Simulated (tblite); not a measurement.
Compound: C4H5FNOS (doublet state).
Numbering: `[N:1]#[C:2][CH2:3][C@H:4]([S:5])[O:6][CH2:7][F:8]` (hydrogens: H9, H10 on C3; H11 on C4; H12, H13 on C7)

Geometry (GFN2-xTB, Å), atoms numbered from 1 in this order:
```
atom  x, y, z in Å
N1     0.7722   -0.2804   -2.9767
C2     0.8500   -0.6728   -1.9077
C3     0.9625   -1.1618   -0.5548
C4     0.4698   -0.1048    0.4390
S5     0.9289   -0.6081    2.1303
O6    -0.9191    0.0151    0.2923
C7    -1.4971    1.0692    0.9553
F8    -1.0868    2.2641    0.4259
H9     0.3474   -2.0591   -0.4471
H10    2.0067   -1.4094   -0.3486
H11    0.9705    0.8582    0.2628
H12   -2.5785    0.9938    0.8082
H13   -1.2308    1.0964    2.0250
```

Level: GFN2-xTB in tblite, geometry and Hessian alike; calculated harmonic values, unscaled, isolated species. Errors from tens to a few hundred cm⁻¹ against measured bands are possible. One conformer, not necessarily the lowest. Open shells enter through the occupations alone, without spin polarisation, and single modes of such species can be off by tens of per cent.

Harmonic wavenumbers (cm⁻¹): 49.0, 54.9, 104.0, 152.5, 199.0, 262.5, 363.0, 379.4, 399.4, 498.3, 583.2, 720.5, 837.8, 959.9, 985.0, 997.7, 1056.8, 1078.5, 1102.2, 1132.4, 1189.1, 1230.4, 1259.8, 1288.7, 1317.9, 1394.3, 1417.7, 2419.0, 2867.2, 2870.5, 2974.3, 2976.8, 2978.7.

A = 1873, B = 1334, C = 851.2 MHz; mass 134.008 u (most abundant isotopes); point group C1, symmetry number 1; spin multiplicity 2.

What is the zero-point energy?

Half the sum of the wavenumbers: 19050 cm⁻¹ = 227.89 kJ/mol.

What is S at 400 K and 1 bar for an ideal gas of classical rigid rotors and harmonic oscillators?

Translation 176.05, rotation 126.69, vibration 135.92, spin (R ln 2) 5.76: S = 444.4 J/(mol K).

And Cp and H(400 K) − H(0)?

Cp = 157.10 J/(mol K), of which vibrations give 123.85 (their classical limit is 33 R = 274.4); H(400 K) − H(0) = 40.09 kJ/mol without the zero-point energy, 26.78 from vibrations.

Blend soft modes into free rotors: weight 1/[1 + (100 cm⁻¹/ν̃)⁴] for the oscillator and the rest for a rotor with moment μB/(μ + B), μ = h/(8π²ν), B = 10⁻⁴⁴ kg m². What vibrational entropy results?

122.03 J/(mol K) in place of 135.92, which changes −T·S at 400 K by +5.55 kJ/mol.

Which modes carry the vibrational entropy at 400 K?

49.0 cm⁻¹: 22.76; 54.9 cm⁻¹: 21.82; 104.0 cm⁻¹: 16.54; 152.5 cm⁻¹: 13.41; 199.0 cm⁻¹: 11.27; 262.5 cm⁻¹: 9.09 J/(mol K); the other 27 give 41.03 together.

How do the functions run with temperature in this model?

```tsv
T (K)	S (J/(mol K))	Cp (J/(mol K))	H − H(0) (kJ/mol)	G − H(0) (kJ/mol)	ln q(vib)
100	296.9	72.6	5.31	-24.37	1.75
200	356.5	102.0	14.09	-57.22	4.08
300	403.2	130.2	25.70	-95.27	6.24
500	482.0	179.9	56.97	-184.03	10.27
800	577.6	225.7	118.51	-343.55	15.77
1000	630.1	244.8	165.66	-464.44	19.09
```

q(vib) and H(0) count from the zero-point level.

What must be added to the electronic energy to get the Gibbs energy at 400 K and 1 bar?

ZPE + [H(400 K) − H(0)] − T·S = 227.89 + 40.09 − 177.77 = 90.21 kJ/mol.

Hindered rotation and anharmonicity are outside this model. Other conformers, if any are populated, would add a mixing term that is left out. The structure is chiral; the term R ln 2 for an equal mix with its mirror image is left out.
